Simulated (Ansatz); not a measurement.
`[SiH3]OB(O[SiH3])O[SiH3]` + `[OH][GeH]([OH])[OH]` → `[OH][GeH]([OH])[O][SiH3]` + `OB(O[SiH3])O[SiH3]`  (ligand exchange at the Si–O bond)

Calculated with Ansatz (gas phase, PBE0-D4/def2-TZVP geometries, no zero-point term in ΔE). CCSD(T)/CBS is the MP2 limit (def2-TZVPP, def2-QZVPP) plus CCSD(T) − MP2 in def2-TZVPP, frozen cores. For Ge outer-core shells are correlated without core-valence functions, which leaves a few kJ/mol of doubt a bond. Scalar relativity is left out up to krypton. One conformer a species, not always the lowest.

`[SiH3]OB(O[SiH3])O[SiH3]`:

Z-matrix (Å, degrees):
```
Si
O 1 1.655
H 1 1.484 2 110.4
H 1 1.484 2 110.4 3 -121.6
H 1 1.481 2 106.3 3 119.2
B 2 1.363 1 129.1 3 60.8
O 6 1.363 2 120.0 1 -0.0
O 6 1.363 2 120.0 1 180.0
Si 7 1.655 6 129.1 2 -180.0
Si 8 1.655 6 129.1 2 0.2
H 9 1.481 7 106.3 6 179.4
H 9 1.484 7 110.4 6 60.2
H 9 1.484 7 110.4 6 -61.4
H 10 1.481 8 106.3 6 180.0
H 10 1.484 8 110.4 6 60.8
H 10 1.484 8 110.4 6 -60.8
```

`[OH][GeH]([OH])[OH]`:

```xyz
8

O    -1.451    0.779    0.461
Ge    0.109   -0.046    0.460
O     1.187    0.646   -0.763
O    -0.074   -1.713   -0.078
H    -1.997    0.534   -0.291
H     0.641    0.055    1.887
H     1.184    1.606   -0.776
H     0.402   -1.861   -0.900
```

`[OH][GeH]([OH])[O][SiH3]`:

Cartesian coordinates in Å:
```
O -1.389 0.155 -1.495
Ge -0.234 -0.985 -0.813
O 1.129 -1.115 -1.924
O 0.438 -0.356 0.692
Si 0.075 0.908 1.673
H -0.965 0.812 -2.054
H -0.953 -2.304 -0.559
H 1.967 -0.995 -1.469
H 0.189 2.199 0.942
H -1.305 0.787 2.214
H 1.048 0.894 2.793
```

`OB(O[SiH3])O[SiH3]`:

Z-matrix (Å, degrees):
```
Si
O 1 1.636
H 1 1.482 2 108.2
H 1 1.484 2 109.7 3 119.8
H 1 1.488 2 110.4 3 -119.6
B 2 1.359 1 143.1 3 137.7
O 6 1.361 2 117.2 1 -162.5
O 6 1.371 2 123.5 1 17.7
H 7 0.959 6 111.7 2 -178.9
Si 8 1.643 6 138.9 2 11.1
H 10 1.484 8 109.9 6 -97.3
H 10 1.483 8 107.6 6 143.3
H 10 1.487 8 110.5 6 23.8
```

```
                   species  CCSD/def2-TZVPP energy (Eh)
`[SiH3]OB(O[SiH3])O[SiH3]`                  -1122.98798
     `[OH][GeH]([OH])[OH]`                  -2303.46712
`[OH][GeH]([OH])[O][SiH3]`                  -2593.75566
      `OB(O[SiH3])O[SiH3]`                   -832.69851
```

Problem. Work out ΔE.

Solution. ΔE = (-2593.75566) + (-832.69851) − (-1122.98798) − (-2303.46712) = 0.00093 Eh = +2.4 kJ/mol. CCSD(T)/CBS gives +2.0 kJ/mol.

Largest T1 diagnostic among the species: 0.012.
